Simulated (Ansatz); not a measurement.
Compare A (`C=C[SiH2][AsH2]`) with its isomer B (`[SiH3]C1C[AsH]1`).

Calculated with Ansatz (gas phase, PBE0-D4/def2-TZVP geometries, no zero-point term in ΔE). CBS: MP2 limit from def2 TZ/QZ plus the TZ coupled-cluster correction, frozen cores. Functionals use def2-TZVPP. B3LYP here is the variant with VWN-RPA as its local correlation; programs differ in this. For As outer-core shells are correlated without core-valence functions, which leaves a few kJ/mol of doubt a bond. Scalar relativity is left out up to krypton. Each species was taken in one conformer, which may not be the lowest.

(1) Which is lower in electronic energy at CCSD(T)/CBS, and by how much? (Best estimate.)

(2) Give E(B) − E(A) in kJ/mol with B3LYP, B2PLYP, B3LYP-D4, r2SCAN-D4, HF/def2-TZVPP, PBE0-D4, ωB97M-V. (Best estimate.)

Largest T1 diagnostic: 0.012.

Results:

(1) The calculation gave: A, by 19.5 kJ/mol.

(2) Computed: B3LYP 35.9, B2PLYP 25.3, B3LYP-D4 33.2, r2SCAN-D4 21.9, HF/def2-TZVPP 51.5, PBE0-D4 19.2, ωB97M-V 22.5. None reverses the order clearly.

In def2-TZVPP, CCSD(T) changes the Hartree–Fock value by −31.7 kJ/mol (the triples alone add −3.9 kJ/mol) and MP2 by −50.3 kJ/mol.
